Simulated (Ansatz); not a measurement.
A made-up structure of NaAlH2Se, singlet:

Na1  (-3.264, -1.167, -1.221)
Al2  (-0.505, -0.423, 0.281)
Se3  (1.161, 1.173, -1.036)
H4  (0.270, -0.813, 1.865)
H5  (2.339, 1.229, 0.112)
(Å)

It is relaxed with PBE-D4/def2-SVP and then PBE0-D4/def2-TZVP (Ansatz 0.2.0). Atoms count as bonded within 1.22 times the sum of their covalent radii (H–H: 0.88 Å). The end point is not checked to be a true minimum.

Does its bonding change? (A judgement: the text doesn't fix the answer.)

Computed: No: no bond forms or breaks.

Where it ends: The first stage lowers the energy by 0.66 eV in 6 steps. It ends as NaAlH₂Se ([Na][AlH][SeH]):
Na1  (-2.912, -1.040, -1.091)
Al2  (-0.451, -0.379, 0.253)
Se3  (1.034, 1.046, -0.926)
H4  (0.242, -0.727, 1.668)
H5  (2.088, 1.100, 0.096)
(Å)

Labels in which every atom is bracketed show which atoms are joined, not bond orders.

For scale, one of the runs: PBE0-D4/def2-TZVP relaxation, 129 basis functions, launched by `ansatz run in.yaml --threads 2 --pin off --events-out ev --progress --plain --max-ram 4352MiB`. Hardware: 2 CPU threads of an Arm Neoverse V1, shared host. Wall time about 27 s.
